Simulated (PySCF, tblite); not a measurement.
Isomers of C6H7ClNO (doublet state), one GFN2-xTB conformer each. Single-point energies are computed at B3LYP/pcH-1 (PySCF, gas phase, no added dispersion term), electronic only. GFN2-xTB treats the open shell by occupation alone, and not every SCF solution was tested for stability.

Problem. Rank them by B3LYP/pcH-1 energy, lowest first (kJ/mol).
A. `[CH2:1]=[C:2]([CH:3]/[CH:4]=[CH:5]\[Cl:6])[C:7]([NH2:8])=[O:9]` (doublet state) with C1–C2–C3–C4 3°, C2–C3–C4–C5 -179°, C1–C2–C7–N8 -143°, C2–C7–N8–H 177° and 7°
B. `[CH2:1]=[C:2]([CH2:3]/[CH:4]=[CH:5]/[Cl:6])[C:7]([NH:8])=[O:9]` (doublet state) with C1–C2–C3–C4 -66°, C2–C3–C4–C5 -17°, C1–C2–C7–N8 -178°, C2–C7–N8–H 180°

Solution. A (0.0), B (182.6).

GFN2-xTB itself gives, in the same order: 0.0, 111.6. Both levels put the same isomer lowest.

Problem. What happens when harmonic zero-point energies from GFN2-xTB frequencies are added?

Solution. 
```tsv
SMILES	ZPE (kJ/mol)	electronic (kJ/mol)	with ZPE (kJ/mol)
C=C([CH]/C=C\Cl)C(N)=O	300.0	0.0	0.0
C=C(C/C=C/Cl)C([NH])=O	298.1	182.6	180.7
```

The zero-point energies span 1.9 kJ/mol. The order is unchanged.
